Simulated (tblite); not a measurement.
Compound: C5H9NS (charge +1 and doublet state).
SMILES with atom numbers: `[CH3:1]/[N:2]=[CH:3]/[CH:4]=[CH:5]\[S+:6][CH3:7]` (hydrogens: H8, H9, H10 on C1; H11 on C3; H12 on C4; H13 on C5; H14, H15, H16 on C7)
Bond orders are those of one Lewis drawing.

Computed with GFN2-xTB (tblite), gas phase: L-BFGS steps from a force-field or distance-geometry start until the largest atomic force falls under 0.01 eV/Å.

Step 61: E = -570.3260 eV
```
atom  x, y, z in Å  |  force x, y, z in eV/Å
C1     -2.2056    1.1536    0.5030   -0.006   0.035   0.016
N2     -1.2578    0.1245    0.3495   -0.002   0.068   0.039
C3     -1.3260   -1.1265    0.5423    0.026   0.049  -0.006
C4     -0.1479   -1.8978    0.2710   -0.004  -0.021  -0.042
C5      0.9508   -1.2258   -0.1261    0.003  -0.024  -0.003
S6      0.8391    0.4772   -0.4052   -0.043   0.002  -0.011
C7      2.5099    1.0204    0.1144   -0.070  -0.014  -0.017
H8     -2.8113    1.2568   -0.4019    0.036  -0.040  -0.001
H9     -1.6759    2.0927    0.6647   -0.026   0.005   0.015
H10    -2.8791    0.9732    1.3481    0.021  -0.036  -0.040
H11    -2.2200   -1.6199    0.9217    0.020   0.005   0.010
H12    -0.1478   -2.9624    0.4268   -0.004  -0.037   0.003
H13     1.9058   -1.6940   -0.2955    0.011   0.003   0.021
H14     3.0160    0.2500    0.6842   -0.010   0.001  -0.013
H15     3.0576    1.2725   -0.7915    0.011  -0.015   0.037
H16     2.3846    1.9144    0.7180    0.038   0.019  -0.008
```

Step 62: E = -570.3269 eV
```
atom  x, y, z in Å  |  force x, y, z in eV/Å
C1     -2.2142    1.1520    0.5035    0.012   0.027   0.016
N2     -1.2578    0.1299    0.3527   -0.010   0.062   0.031
C3     -1.3255   -1.1214    0.5428    0.023   0.034  -0.009
C4     -0.1471   -1.8925    0.2726   -0.007  -0.027  -0.038
C5      0.9514   -1.2219   -0.1259    0.011  -0.012  -0.005
S6      0.8406    0.4813   -0.4048    0.009   0.016   0.005
C7      2.5166    1.0170    0.1130   -0.068  -0.011  -0.015
H8     -2.8176    1.2492   -0.4037    0.034  -0.032   0.010
H9     -1.6930    2.0947    0.6686   -0.019   0.017   0.008
H10    -2.8862    0.9639    1.3476    0.002  -0.032  -0.039
H11    -2.2210   -1.6162    0.9171    0.024   0.007   0.013
H12    -0.1460   -2.9565    0.4300   -0.010  -0.050   0.004
H13     1.9061   -1.6914   -0.2945    0.006   0.009   0.019
H14     3.0200    0.2408    0.6790   -0.027   0.028  -0.017
H15     3.0662    1.2680   -0.7924   -0.006  -0.021   0.034
H16     2.4000    1.9121    0.7182    0.028  -0.015  -0.017
```

Step 63: E = -570.3277 eV
```
atom  x, y, z in Å  |  force x, y, z in eV/Å
C1     -2.2173    1.1519    0.5036    0.022   0.016   0.011
N2     -1.2571    0.1335    0.3542    0.000   0.011   0.025
C3     -1.3238   -1.1182    0.5452    0.012   0.028  -0.015
C4     -0.1465   -1.8904    0.2723    0.000  -0.012  -0.030
C5      0.9512   -1.2201   -0.1290   -0.002  -0.009  -0.004
S6      0.8397    0.4834   -0.4094    0.044   0.017   0.024
C7      2.5166    1.0149    0.1130   -0.041  -0.003  -0.014
H8     -2.8172    1.2460   -0.4061    0.025  -0.021   0.011
H9     -1.7009    2.0961    0.6721   -0.014   0.029   0.006
H10    -2.8895    0.9582    1.3454   -0.021  -0.026  -0.027
H11    -2.2193   -1.6139    0.9207    0.044   0.023   0.008
H12    -0.1438   -2.9544    0.4321   -0.016  -0.039   0.002
H13     1.9060   -1.6896   -0.2980    0.004   0.011   0.016
H14     3.0166    0.2360    0.6794   -0.043   0.043  -0.020
H15     3.0728    1.2639   -0.7896   -0.027  -0.026   0.034
H16     2.4049    1.9116    0.7178    0.013  -0.039  -0.026
```

**Question.** Estimate the geometry and energy of step 64. (The exact step hangs on the optimiser's Hessian estimate; all steps are aligned on step 63, rigid shifts and turns removed.)

**Answer.** E = -570.3286 eV, largest force 0.071 eV/Å
```
atom  x, y, z in Å  |  force x, y, z in eV/Å
C1     -2.2178    1.1525    0.5036    0.025  -0.005   0.007
N2     -1.2555    0.1364    0.3551    0.023  -0.015   0.013
C3     -1.3213   -1.1149    0.5484   -0.004  -0.002  -0.015
C4     -0.1458   -1.8895    0.2712   -0.006  -0.010  -0.011
C5      0.9505   -1.2193   -0.1335    0.003  -0.001  -0.008
S6      0.8389    0.4848   -0.4159    0.048   0.012   0.031
C7      2.5134    1.0133    0.1130   -0.005   0.005  -0.003
H8     -2.8135    1.2438   -0.4086    0.012  -0.005   0.005
H9     -1.7061    2.0981    0.6761   -0.006   0.036   0.006
H10    -2.8912    0.9521    1.3418   -0.046  -0.015  -0.009
H11    -2.2160   -1.6107    0.9279    0.061   0.036   0.002
H12    -0.1415   -2.9539    0.4338   -0.024  -0.010  -0.005
H13     1.9052   -1.6882   -0.3036    0.006   0.008   0.012
H14     3.0086    0.2332    0.6821   -0.044   0.039  -0.011
H15     3.0784    1.2596   -0.7844   -0.036  -0.027   0.011
H16     2.4061    1.9116    0.7166   -0.008  -0.046  -0.025
```

The energy changes by -0.0008 eV. The first-order estimate −F·Δx gives -0.0012 eV and the mean of the old and new forces, exact on a quadratic surface, -0.0009 eV. The step makes an angle of 71° with the force vector and moves no atom by more than 0.009 Å.

The cost below is that of the whole relaxation. On one thread of an Arm Neoverse V1, shared host with 32 logical CPUs at a one-minute load of 12, this took 0.76 s.
